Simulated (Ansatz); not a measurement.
`B[CH2][GeH3]` and `B[CH]([SiH3])[GeH3]` differ in one atom or group.

Ansatz, PBE0-D4/def2-TZVP geometries, multiplicity 1. 

Scalar relativity is left out up to krypton.

| property | `B[CH2][GeH3]` |
| --- | --- |
| LUMO energy (PBE/def2-TZVPP) / eV | -2.22 |
| size of the dipole moment (ωB97M-V/def2-TZVPP) / D | 1.03 |
| HOMO–LUMO gap (PBE0/def2-TZVPP) / eV | 7.54 |
| LUMO energy (B3LYP/def2-TZVPP) / eV | -1.48 |
| HOMO energy (B3LYP/def2-TZVPP) / eV | -8.57 |
| size of the dipole moment (B3LYP/def2-TZVPP) / D | 1.04 |

Problem. What does the change do to each property? (Best estimate.)

Solution. The calculation gave: 
```json
{"property": "LUMO energy (PBE/def2-TZVPP) / eV", "`B[CH]([SiH3])[GeH3]`": "-2.26", "shift": "-0.04"}
{"property": "size of the dipole moment (ωB97M-V/def2-TZVPP) / D", "`B[CH]([SiH3])[GeH3]`": "0.96", "shift": "-0.07"}
{"property": "HOMO–LUMO gap (PBE0/def2-TZVPP) / eV", "`B[CH]([SiH3])[GeH3]`": "7.20", "shift": "-0.34"}
{"property": "LUMO energy (B3LYP/def2-TZVPP) / eV", "`B[CH]([SiH3])[GeH3]`": "-1.50", "shift": "-0.02"}
{"property": "HOMO energy (B3LYP/def2-TZVPP) / eV", "`B[CH]([SiH3])[GeH3]`": "-8.31", "shift": "0.26"}
{"property": "size of the dipole moment (B3LYP/def2-TZVPP) / D", "`B[CH]([SiH3])[GeH3]`": "0.94", "shift": "-0.10"}
```

Dipoles are sizes alone; their direction can turn.

B3LYP here is the variant with VWN-RPA as its local correlation; programs differ in this.
